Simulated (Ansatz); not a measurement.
In₉As₉H₂₆, a nanocrystal cut from wurtzite InAs (hydrogen-capped). Charge 0, multiplicity 3. Geometry PBE-D4/def2-SVP, that of the neutral singlet; atoms count from 1.

```xyz
44

As   -0.934   -3.599    2.030
In   -2.523   -1.464    1.726
As   -1.565   -0.073    3.943
In   -2.221   -1.554   -2.604
As   -1.455   -0.201   -0.302
In   -2.579    2.160   -0.401
In   -0.193    2.235    3.812
As   -1.621    3.443    1.880
As   -1.042    3.499   -2.140
In    1.735   -3.274    2.672
In    1.541   -3.964   -2.086
As    0.268   -2.032   -3.475
As    2.186   -2.462    0.152
In    1.181   -0.052   -0.120
As    1.747    1.324    2.211
In    1.487    0.146   -4.500
As    2.129    1.381   -2.103
In    1.624    3.965   -1.576
H    -1.697   -4.626    2.864
H    -1.037   -4.323    0.690
H    -4.233   -1.623    1.982
H    -2.650    0.136    5.000
H    -0.668   -0.974    4.788
H    -2.982   -2.995   -1.970
H    -3.010   -0.303   -3.536
H    -4.296    2.423   -0.393
H     0.153    3.099    5.274
H    -2.713    4.241    2.592
H    -0.754    4.638    1.492
H    -1.141    2.675   -3.422
H    -1.841    4.707   -2.626
H     2.390   -4.842    3.027
H     1.657   -1.901    3.758
H     0.320   -5.035   -1.437
H     3.068   -4.399   -2.797
H    -0.047   -2.797   -4.767
H     3.675   -2.106    0.111
H     2.694    0.530    3.106
H     2.668    2.511    1.945
H     0.239    1.211   -5.105
H     3.016   -0.232   -5.241
H     3.626    1.209   -1.828
H     1.560    4.241    0.154
H     2.237    5.056   -2.778
```

In the def2 sets In takes a core potential; there is no spin–orbit coupling. Single mean-field runs in def2-SVP are fitted with def2-universal-jkfit. At PBE0-D4/def2-SVP a singlet of charge 0 lies 3.66 eV below the triplet at the same geometry.

(1) Estimate the Mulliken populations of the heavy atoms from the PBE0/def2-SVP orbitals of Ansatz.

(2) Where does the spin sit?

(3) And the Mayer bond orders between heavy atoms (over 0.3)?

Answers

(1) 
| atom | charge (e) | spin (α − β) |
| --- | --- | --- |
| As1 | -0.15 | 0.00 |
| In2 | 0.33 | 0.02 |
| As3 | -0.16 | 0.00 |
| In4 | 0.25 | 0.01 |
| As5 | -0.44 | 0.05 |
| In6 | 0.33 | 0.02 |
| In7 | 0.26 | 0.10 |
| As8 | -0.16 | 0.00 |
| As9 | -0.15 | 0.00 |
| In10 | 0.25 | 0.05 |
| In11 | 0.25 | 0.05 |
| As12 | -0.28 | 0.17 |
| As13 | -0.23 | 0.39 |
| In14 | 0.24 | 0.39 |
| As15 | -0.09 | 0.00 |
| In16 | 0.25 | 0.05 |
| As17 | -0.23 | 0.38 |
| In18 | 0.25 | 0.05 |
Mulliken values depend strongly on the basis.

(2) Summed by element: As 0.98, In 0.77, H 0.25, of 2 unpaired in all. Largest on single atoms: In14 0.39, As13 0.39, As17 0.38.

(3) As1–In2 0.75 (2.68 Å); As1–In10 0.59 (2.76 Å); In2–As3 0.57 (2.79 Å); In2–As5 0.85 (2.62 Å); As3–In7 0.74 (2.69 Å); In4–As5 0.60 (2.78 Å); In4–As12 0.74 (2.68 Å); As5–In6 0.85 (2.62 Å); As5–In14 0.74 (2.65 Å); In6–As8 0.57 (2.79 Å); In6–As9 0.75 (2.68 Å); In7–As8 0.74 (2.69 Å); In7–As15 0.77 (2.68 Å); As9–In18 0.59 (2.76 Å); In10–As13 0.71 (2.69 Å); In11–As12 0.67 (2.70 Å); In11–As13 0.64 (2.77 Å); As12–In16 0.67 (2.70 Å); As13–In14 0.56 (2.62 Å); In14–As15 0.46 (2.77 Å); In14–As17 0.56 (2.62 Å); In16–As17 0.64 (2.77 Å); As17–In18 0.71 (2.69 Å).
